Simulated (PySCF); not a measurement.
SMILES [Cl][Ge]([NH2])([Cl])[OH] (PBE0/def2-SVP optimised geometry):

```
8

N     -1.579    -1.831    -1.391
Ge    -0.783    -1.029     0.000
O     -1.292    -1.876     1.447
Cl    -1.380     1.029     0.000
Cl     1.380    -1.029     0.000
H     -1.328    -2.805    -1.536
H     -1.545    -1.317    -2.266
H     -0.711    -1.705     2.198
```

Calculation: PBE0/def2-TZVP run with PySCF 2.14.0.

### Question
What are the frontier orbital energies and the dipole moment?

### Answer
HOMO-2 -9.35 eV, HOMO-1 -9.11 eV, HOMO -8.40 eV, LUMO -0.83 eV, LUMO+1 0.78 eV; dipole moment 1.51 D.

On the same geometry PBE/def2-TZVP in PySCF gives HOMO-2 -7.83 eV, HOMO-1 -7.57 eV, HOMO -6.90 eV, LUMO -1.84 eV, LUMO+1 -0.13 eV; dipole moment 1.50 D.

Meta-Löwdin charges at PBE0/def2-TZVP: N1 -0.69, Ge2 1.16, O3 -0.71, Cl4 -0.29, Cl5 -0.32, H6 0.25, H7 0.25, H8 0.36.
